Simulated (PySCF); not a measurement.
## Electric field gradients and quadrupole coupling constants

Species: C₇H₈S.
Cartesian coordinates in Å at the GFN2-xTB level; atoms count from 1:
```
atom  x, y, z in Å
C1    -3.3453    0.6574    0.5927
C2    -2.4203   -0.2805    0.5418
C3    -1.4463   -0.4363   -0.5933
C4    -0.0939   -0.3563   -0.0918
C5     1.0191   -0.2714    0.3713
C6     2.2735   -0.1920    0.9837
C7     3.4263    0.2756    0.1611
S8     2.4331   -0.6052    2.5616
H9    -3.4702    1.3800   -0.1980
H10   -4.0223    0.7420    1.4252
H11   -2.3016   -0.9920    1.3475
H12   -1.5825   -1.4171   -1.0637
H13   -1.6075    0.3356   -1.3512
H14    3.6183   -0.4355   -0.6437
H15    3.1962    1.2370   -0.2987
H16    4.3158    0.3677    0.7790
```

Field gradients from the PBE0/pcSseg-1 density (PySCF, non-relativistic), principal values in atomic units, ordered |Vxx| ≤ |Vyy| ≤ |Vzz|:

| atom | Vxx | Vyy | Vzz |
| --- | --- | --- | --- |
| S8 | 1.3337 | 1.6980 | -3.0317 |

Q: Find the asymmetry η = (Vxx − Vyy)/Vzz and the couplings χ = eQV/h (234.96 MHz × Q in barn × V in au), with Q(33S) = −0.0678 b.

A: 
| atom | environment | nucleus | η | χzz (MHz) | χxx (MHz) | χyy (MHz) |
| --- | --- | --- | --- | --- | --- | --- |
| S8 | thiocarbonyl sulfur | 33S | 0.12 | 48.30 | -21.25 | -27.05 |

The tensor is traceless: Vxx + Vyy + Vzz = 0.

Q: What is Vzz at S8 in SI units (1 au = 9.71736 × 10²¹ V/m²)?

A: -3.0317 au = -29.460 × 10²¹ V/m².

Q: What couplings would deuterons (Q(2H) = 0.00286 b) have in place of the hydrogens, at this geometry?

A: 
| atom | bonded to | bond length (Å) | Vzz (au) | η | χzz (kHz) |
| --- | --- | --- | --- | --- | --- |
| H9 | C1 | 1.078 | 0.3340 | 0.06 | 224 |
| H10 | C1 | 1.076 | 0.3378 | 0.05 | 227 |
| H11 | C2 | 1.081 | 0.3221 | 0.07 | 216 |
| H12 | C3 | 1.096 | 0.2947 | 0.01 | 198 |
| H13 | C3 | 1.094 | 0.2975 | 0.03 | 200 |
| H14 | C7 | 1.091 | 0.3078 | 0.04 | 207 |
| H15 | C7 | 1.090 | 0.3085 | 0.04 | 207 |
| H16 | C7 | 1.087 | 0.3092 | 0.03 | 208 |

The structure is a single GFN2-xTB conformer in the gas phase; no vibrational or solvent corrections. GFN2-xTB bond lengths can be off by several hundredths of an ångström, more for odd bonds, and the gradients follow them. These gradients aren't converged with respect to the basis.
